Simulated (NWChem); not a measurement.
Program: NWChem. System: BCl, charge 0, spin multiplicity 1, at a geometry optimised with PBE0/def2-SVP. The structure started from a generated list of species. Level: TD-B3LYP/6-31G* (spherical d), VWN1-RPA local correlation.

The NWChem input:

```
start mol
memory heap 200 mb stack 900 mb global 1100 mb
geometry units angstroms nocenter noautoz noautosym
  B      0.000000     0.000000    -1.328511
  Cl     0.000000     0.000000     0.390738
end
basis spherical
  * library 6-31g*
end
dft
  xc b3lyp
  semidirect memsize 60000000 filesize 0
  iterations 100
end
tddft
  rpa
  nroots 10
  notriplet
end
task tddft energy
```

NWChem printed:

```
             Northwest Computational Chemistry Package (NWChem) 7.3.0
             --------------------------------------------------------

                                NWChem Input Module
                                -------------------

 Scaling coordinates for geometry "geometry" by  1.889725989
 (inverse scale =  0.529177249)

                             Geometry "geometry" -> ""
                             -------------------------

 Output coordinates in angstroms (scale by  1.889725989 to convert to a.u.)

  No.       Tag          Charge          X              Y              Z
 ---- ---------------- ---------- -------------- -------------- --------------
    1 B                    5.0000     0.00000000     0.00000000    -1.32851100
    2 Cl                  17.0000     0.00000000     0.00000000     0.39073800

 Effective nuclear repulsion energy (a.u.)      26.1626245907

            Nuclear Dipole moment (a.u.)
            ----------------------------
        X                 Y               Z
 ---------------- ---------------- ----------------
     0.0000000000     0.0000000000    -0.0000170075


 Summary of "ao basis" -> "" (spherical)
 ------------------------------------------------------------------------------
       Tag                 Description            Shells   Functions and Types
 ---------------- ------------------------------  ------  ---------------------
 *                           6-31g*                   on all atoms

                                 NWChem DFT Module
                                 -----------------

 Summary of "ao basis" -> "ao basis" (spherical)
 ------------------------------------------------------------------------------
       Tag                 Description            Shells   Functions and Types
 ---------------- ------------------------------  ------  ---------------------
 B                           6-31g*                  6       14   3s2p1d
 Cl                          6-31g*                  8       18   4s3p1d

 Summary of "ao basis" -> "ao basis" (spherical)
 ------------------------------------------------------------------------------
       Tag                 Description            Shells   Functions and Types
 ---------------- ------------------------------  ------  ---------------------
 B                           6-31g*                  6       14   3s2p1d
 Cl                          6-31g*                  8       18   4s3p1d

            General Information
            -------------------
          SCF calculation type: DFT
          Wavefunction type:  closed shell.
          No. of atoms     :     2
          No. of electrons :    22
           Alpha electrons :    11
            Beta electrons :    11
          Charge           :     0
          Spin multiplicity:     1
          Use of symmetry is: off; symmetry adaption is: off
          Maximum number of iterations: 100
          AO basis - number of functions:    32
                     number of shells:    14
          Convergence on energy requested:  1.00D-06
          Convergence on density requested:  1.00D-05
          Convergence on gradient requested:  5.00D-04

              XC Information
              --------------
                         B3LYP Method XC Potential
                     Hartree-Fock (Exact) Exchange  0.200
                        Slater Exchange Functional  0.800 local
                    Becke 1988 Exchange Functional  0.720 non-local
              Lee-Yang-Parr Correlation Functional  0.810
                  VWN I RPA Correlation Functional  0.190 local

             Grid Information
             ----------------
          Grid used for XC integration:  medium
          Radial quadrature: Mura-Knowles
          Angular quadrature: Lebedev.
          Tag              B.-S. Rad. Rad. Pts. Rad. Cut. Ang. Pts.
          ---              ---------- --------- --------- ---------
          B                   0.85       49           7.0       434
          Cl                  1.00       88           7.0       590
          Grid pruning is: on
          Number of quadrature shells:   137
          Spatial weights used:  Erf1

          Convergence Information
          -----------------------
          Convergence aids based upon iterative change in
          total energy or number of iterations.
          Levelshifting, if invoked, occurs when the
          HOMO/LUMO gap drops below (HL_TOL):  1.00D-02
          DIIS, if invoked, will attempt to extrapolate
          using up to (NFOCK): 10 stored Fock matrices.

                    Damping( 0%)  Levelshifting(0.5)       DIIS
                  --------------- ------------------- ---------------
          dE  on:    start            ASAP                start
          dE off:    2 iters        100 iters           100 iters

      Screening Tolerance Information
      -------------------------------
          Density screening/tol_rho:  1.00D-10
          AO Gaussian exp screening on grid/accAOfunc:  14
          CD Gaussian exp screening on grid/accCDfunc:  20
          XC Gaussian exp screening on grid/accXCfunc:  20
          Schwarz screening/accCoul:  1.00D-08

      Superposition of Atomic Density Guess
      -------------------------------------

 Sum of atomic energies:        -483.97667121

      Non-variational initial energy
      ------------------------------

 Total energy =    -484.232812
 1-e energy   =    -719.376533
 2-e energy   =     208.981096
 HOMO         =      -0.251501
 LUMO         =       0.044900

------------------------------------------------------------
[...]
     Occ.   11  a   ---  Virt.   13  a   -0.14424 Y
  ----------------------------------------------------------------------------
  Root   3 singlet a              0.267084912 a.u.                7.2678 eV
  ----------------------------------------------------------------------------
     Transition Moments    X  0.00000   Y  0.00000   Z -0.00000
     Transition Moments   XX -0.00000  XY -0.00000  XZ  0.00000
     Transition Moments   YY  0.00000  YZ  0.00000  ZZ -0.00000
     Dipole Oscillator Strength                    0.0000000000
     Electric Quadrupole                           0.0000000000
     Magnetic Dipole                               0.0000000000
     Total Oscillator Strength                     0.0000000000

          sigma_e =   1.3824 Angstrom
          sigma_h =   1.1365 Angstrom
         |d_h->e| =   1.3642 Angstrom
            d_exc =   2.2503 Angstrom
            d_CD1 =   1.6101 Angstrom
            d_CD2 =   0.1048 Angstrom
            d_CD3 =   3.6145 Angstrom
     Pearson C.C. =   0.0000

     Occ.    9  a   ---  Virt.   12  a   -0.66043 X
     Occ.    9  a   ---  Virt.   13  a   -0.25234 X
     Occ.   10  a   ---  Virt.   12  a    0.25234 X
     Occ.   10  a   ---  Virt.   13  a   -0.66043 X
  ----------------------------------------------------------------------------
  Root   4 singlet a              0.271604483 a.u.                7.3907 eV
  ----------------------------------------------------------------------------
     Transition Moments    X -0.00000   Y  0.00000   Z  0.00000
     Transition Moments   XX -0.00284  XY -0.18703  XZ  0.00000
     Transition Moments   YY  0.00284  YZ -0.00000  ZZ  0.00000
     Dipole Oscillator Strength                    0.0000000000
     Electric Quadrupole                           0.0000000037
     Magnetic Dipole                               0.0000000000
     Total Oscillator Strength                     0.0000000037

          sigma_e =   1.3811 Angstrom
          sigma_h =   1.1364 Angstrom
         |d_h->e| =   1.3639 Angstrom
            d_exc =   2.2495 Angstrom
            d_CD1 =   1.6085 Angstrom
            d_CD2 =   0.1052 Angstrom
            d_CD3 =   3.6134 Angstrom
     Pearson C.C. =  -0.0004

     Occ.    9  a   ---  Virt.   12  a    0.17961 X
     Occ.    9  a   ---  Virt.   13  a    0.68378 X
     Occ.   10  a   ---  Virt.   12  a    0.68378 X
     Occ.   10  a   ---  Virt.   13  a   -0.17961 X
  ----------------------------------------------------------------------------
  Root   5 singlet a              0.271604485 a.u.                7.3907 eV
  ----------------------------------------------------------------------------
     Transition Moments    X  0.00000   Y  0.00000   Z  0.00000
     Transition Moments   XX -0.18703  XY  0.00284  XZ -0.00000
     Transition Moments   YY  0.18703  YZ -0.00000  ZZ -0.00000
     Dipole Oscillator Strength                    0.0000000000
     Electric Quadrupole                           0.0000000037
     Magnetic Dipole                               0.0000000000
     Total Oscillator Strength                     0.0000000037

          sigma_e =   1.3811 Angstrom
          sigma_h =   1.1364 Angstrom
         |d_h->e| =   1.3639 Angstrom
            d_exc =   2.2495 Angstrom
            d_CD1 =   1.6085 Angstrom
            d_CD2 =   0.1052 Angstrom
            d_CD3 =   3.6134 Angstrom
     Pearson C.C. =  -0.0004

     Occ.    9  a   ---  Virt.   12  a   -0.68378 X
     Occ.    9  a   ---  Virt.   13  a    0.17961 X
     Occ.   10  a   ---  Virt.   12  a    0.17961 X
     Occ.   10  a   ---  Virt.   13  a    0.68378 X
  ----------------------------------------------------------------------------
  Root   6 singlet a              0.308400872 a.u.                8.3920 eV
  ----------------------------------------------------------------------------
     Transition Moments    X -0.00000   Y  0.00000   Z -0.03878
     Transition Moments   XX -0.28889  XY  0.00000  XZ -0.00000
     Transition Moments   YY -0.28889  YZ  0.00000  ZZ  2.04470
     Dipole Oscillator Strength                    0.0003092145
     Electric Quadrupole                           0.0000002835
     Magnetic Dipole                               0.0000000000
     Total Oscillator Strength                     0.0003094980

          sigma_e =   1.6149 Angstrom
          sigma_h =   1.4784 Angstrom
         |d_h->e| =   0.2929 Angstrom
            d_exc =   2.3527 Angstrom
            d_CD1 =   0.4293 Angstrom
            d_CD2 =  -1.2538 Angstrom
            d_CD3 =   2.6455 Angstrom
     Pearson C.C. =  -0.1374

     Occ.    8  a   ---  Virt.   14  a    0.09199 X
     Occ.    9  a   ---  Virt.   12  a    0.18808 X
     Occ.    9  a   ---  Virt.   13  a   -0.49226 X
     Occ.   10  a   ---  Virt.   12  a    0.49226 X
     Occ.   10  a   ---  Virt.   13  a    0.18808 X
     Occ.   11  a   ---  Virt.   14  a    0.65764 X
     Occ.   11  a   ---  Virt.   15  a    0.05546 X
  ----------------------------------------------------------------------------
  Root   7 singlet a              0.379574795 a.u.               10.3288 eV
  ----------------------------------------------------------------------------
     Transition Moments    X  0.00000   Y -0.00000   Z  2.11367
     Transition Moments   XX  0.07301  XY -0.00000  XZ -0.00000
     Transition Moments   YY  0.07301  YZ  0.00000  ZZ -5.57422
     Dipole Oscillator Strength                    1.1305215334
     Electric Quadrupole                           0.0000030958
     Magnetic Dipole                               0.0000000000
     Total Oscillator Strength                     1.1305246292

          sigma_e =   1.8216 Angstrom
          sigma_h =   1.4621 Angstrom
         |d_h->e| =   0.3029 Angstrom
            d_exc =   2.4696 Angstrom
            d_CD1 =   0.6624 Angstrom
            d_CD2 =  -1.3389 Angstrom
            d_CD3 =   2.7725 Angstrom
     Pearson C.C. =  -0.1035

     Occ.    8  a   ---  Virt.   14  a    0.16306 X
     Occ.    8  a   ---  Virt.   16  a   -0.05643 X
     Occ.    9  a   ---  Virt.   12  a    0.16146 X
     Occ.    9  a   ---  Virt.   13  a   -0.42258 X
     Occ.    9  a   ---  Virt.   13  a    0.06967 Y
     Occ.   10  a   ---  Virt.   12  a    0.42258 X
     Occ.   10  a   ---  Virt.   12  a   -0.06967 Y
     Occ.   10  a   ---  Virt.   13  a    0.16146 X
     Occ.   11  a   ---  Virt.   14  a   -0.74564 X
     Occ.   11  a   ---  Virt.   14  a    0.08026 Y
     Occ.   11  a   ---  Virt.   15  a   -0.06530 X
     Occ.   11  a   ---  Virt.   19  a   -0.10987 X
  ----------------------------------------------------------------------------
  Root   8 singlet a              0.413370820 a.u.               11.2484 eV
  ----------------------------------------------------------------------------
     Transition Moments    X -0.68606   Y -0.36589   Z  0.00000
     Transition Moments   XX -0.00000  XY  0.00000  XZ  1.15820
     Transition Moments   YY  0.00000  YZ  0.61770  ZZ -0.00000
     Dipole Oscillator Strength                    0.1666019737
     Electric Quadrupole                           0.0000006481
     Magnetic Dipole                               0.0000000039
     Total Oscillator Strength                     0.1666026257

          sigma_e =   1.3914 Angstrom
          sigma_h =   1.2314 Angstrom
         |d_h->e| =   1.1988 Angstrom
            d_exc =   2.2281 Angstrom
            d_CD1 =   1.3588 Angstrom
            d_CD2 =  -0.1126 Angstrom
            d_CD3 =   3.4269 Angstrom
     Pearson C.C. =  -0.0219

     Occ.    8  a   ---  Virt.   12  a   -0.93380 X
     Occ.    8  a   ---  Virt.   13  a   -0.33233 X
     Occ.   10  a   ---  Virt.   15  a    0.06610 X
     Occ.   11  a   ---  Virt.   12  a    0.10978 X
     Occ.   11  a   ---  Virt.   12  a   -0.06096 Y
  ----------------------------------------------------------------------------
  Root   9 singlet a              0.413370821 a.u.               11.2484 eV
  ----------------------------------------------------------------------------
     Transition Moments    X -0.36589   Y  0.68606   Z  0.00000
     Transition Moments   XX -0.00000  XY  0.00000  XZ  0.61770
     Transition Moments   YY -0.00000  YZ -1.15819  ZZ -0.00000
     Dipole Oscillator Strength                    0.1666025828
     Electric Quadrupole                           0.0000006481
     Magnetic Dipole                               0.0000000039
     Total Oscillator Strength                     0.1666032348

          sigma_e =   1.3914 Angstrom
          sigma_h =   1.2314 Angstrom
         |d_h->e| =   1.1988 Angstrom
            d_exc =   2.2281 Angstrom
            d_CD1 =   1.3588 Angstrom
            d_CD2 =  -0.1126 Angstrom
            d_CD3 =   3.4269 Angstrom
     Pearson C.C. =  -0.0219

     Occ.    8  a   ---  Virt.   12  a    0.33233 X
     Occ.    8  a   ---  Virt.   13  a   -0.93380 X
     Occ.    9  a   ---  Virt.   15  a   -0.06610 X
     Occ.   11  a   ---  Virt.   13  a    0.10978 X
     Occ.   11  a   ---  Virt.   13  a   -0.06096 Y
  ----------------------------------------------------------------------------
  Root  10 singlet a              0.443473898 a.u.               12.0675 eV
  ----------------------------------------------------------------------------
     Transition Moments    X -0.08665   Y -0.04368   Z -0.00000
     Transition Moments   XX -0.00000  XY  0.00000  XZ -0.21783
     Transition Moments   YY  0.00000  YZ -0.10980  ZZ  0.00000
     Dipole Oscillator Strength                    0.0027841010
     Electric Quadrupole                           0.0000000276
     Magnetic Dipole                               0.0000008360
     Total Oscillator Strength                     0.0027849646

          sigma_e =   1.8012 Angstrom
          sigma_h =   1.1381 Angstrom
         |d_h->e| =   0.6474 Angstrom
            d_exc =   2.2296 Angstrom
            d_CD1 =   1.3105 Angstrom
            d_CD2 =  -0.8222 Angstrom
            d_CD3 =   2.8770 Angstrom
     Pearson C.C. =  -0.0031

     Occ.   10  a   ---  Virt.   14  a    0.99735 X

              Target root =      1
          Target symmetry = none
      Ground state energy =   -484.974326814708
        Excitation energy =      0.169639629246
     Excited state energy =   -484.804687185462

  stored tddft:energy   -484.80468718546234

 Task  times  cpu:        5.5s     wall:        5.5s

 Total times  cpu:        5.6s     wall:        5.6s
```
